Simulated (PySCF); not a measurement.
# Pr²⁺ (praseodymium, charge +2) across methods

[Xe] 4f2 5d1, one real determinant (an excited configuration). Computed with PySCF 2.14 in ANO-RCC-VTZP, with scalar relativity by spin-free X2C-1e.

```json
{"method": "PBE0", "E (hartree)": "-9235.20", "mean ε 5p β (eV)": "-37.906", "mean ε 4f α (eV)": "-22.905", "mean ε 5d α (eV)": "-16.709", "Σ⟨r²⟩ (bohr²)": "46.05", "⟨S²⟩": "3.752"}
{"method": "UHF", "E (hartree)": "-9232.10830", "mean ε 5p β (eV)": "-41.776", "mean ε 4f α (eV)": "-29.698", "mean ε 5d α (eV)": "-19.325", "Σ⟨r²⟩ (bohr²)": "46.20", "⟨S²⟩": "3.755"}
{"method": "LDA", "E (hartree)": "-9227.96", "mean ε 5p β (eV)": "-36.424", "mean ε 4f α (eV)": "-20.399", "mean ε 5d α (eV)": "-15.563", "Σ⟨r²⟩ (bohr²)": "46.21", "⟨S²⟩": "3.750"}
{"method": "PBE", "E (hartree)": "-9235.19", "mean ε 5p β (eV)": "-36.184", "mean ε 4f α (eV)": "-20.407", "mean ε 5d α (eV)": "-15.619", "Σ⟨r²⟩ (bohr²)": "46.20", "⟨S²⟩": "3.751"}
{"method": "r2SCAN", "E (hartree)": "-9235.55", "mean ε 5p β (eV)": "-36.704", "mean ε 4f α (eV)": "-20.947", "mean ε 5d α (eV)": "-15.797", "Σ⟨r²⟩ (bohr²)": "46.12", "⟨S²⟩": "3.753"}
```

⟨L²⟩ = 30.02 against 56 for a pure K term, so this real determinant mixes terms. Spin-orbit coupling, absent here, splits the open shell strongly.
